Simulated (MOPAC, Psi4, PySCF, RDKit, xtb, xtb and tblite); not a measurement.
Two geometries of C6H8BN, SMILES c1(c(B)cccc1)N, relaxed at GFN2-xTB with one dihedral held; other torsions can differ between them too.

Structure A

```
16

B     -1.7411     1.5338     0.1458
C     -0.4688     0.6848     0.0081
C      0.7808     1.3241    -0.0512
C      1.9721     0.6347    -0.1104
C      1.9540    -0.7542    -0.1227
C      0.7525    -1.4262    -0.0764
C     -0.4596    -0.7337    -0.0006
N     -1.6347    -1.4462    -0.0955
H     -2.7839     1.0660     0.4073
H     -1.6699     2.6951     0.0188
H      0.7971     2.4044    -0.0447
H      2.9118     1.1651    -0.1509
H      2.8794    -1.3101    -0.1711
H      0.7370    -2.5083    -0.0964
H     -2.4130    -1.0830     0.4318
H     -1.5271    -2.4458     0.0079
```

Structure B

```
16

B     -1.7420     1.4220     0.2176
C     -0.4375     0.6151     0.1615
C      0.7766     1.2942    -0.0512
C      1.9809     0.6437    -0.1946
C      2.0189    -0.7445    -0.1245
C      0.8609    -1.4526     0.1021
C     -0.3631    -0.7962     0.2704
N     -1.4702    -1.5620     0.5683
H     -2.8035     0.9217     0.2479
H     -1.6908     2.5909     0.1876
H      0.7481     2.3721    -0.1205
H      2.8892     1.2023    -0.3658
H      2.9558    -1.2690    -0.2460
H      0.8835    -2.5320     0.1619
H     -1.5533    -2.4317     0.0646
H     -2.3352    -1.0422     0.5913
```

Question: Which is lower in energy at the level PBE0-D3(BJ)/def2-SVP // GFN2-xTB (Psi4), and by how much?

Answer: B is lower, by 2.88 kJ/mol (dihedral C2–C7–N8–H15: -40° in A, 140° in B).

E(B) − E(A) in kJ/mol at the other levels, on the same two geometries: GFN2-xTB (xtb and tblite) -0.18; PBE0/def2-SVP // GFN2-xTB (Psi4) -2.84; PBE/def2-SVP // GFN2-xTB (Psi4) -3.23; PBE-D3(BJ)/def2-SVP // GFN2-xTB (Psi4) -3.28; UFF // GFN2-xTB (RDKit) 8.86; PM7, restricted, heats of formation // GFN2-xTB (MOPAC) 0.23; PM6, restricted, heats of formation // GFN2-xTB (MOPAC) -0.96; GFN1-xTB // GFN2-xTB (xtb) 0.26; restricted B3LYP/6-31G*, spherical d, density fitting // GFN2-xTB (PySCF) -2.62; restricted Hartree-Fock/3-21G // GFN2-xTB (PySCF) -2.08; restricted Hartree-Fock/LANL2DZ // GFN2-xTB (PySCF) -2.00; restricted MP2 (frozen core)/6-31G*, spherical d // GFN2-xTB (PySCF) -1.52.
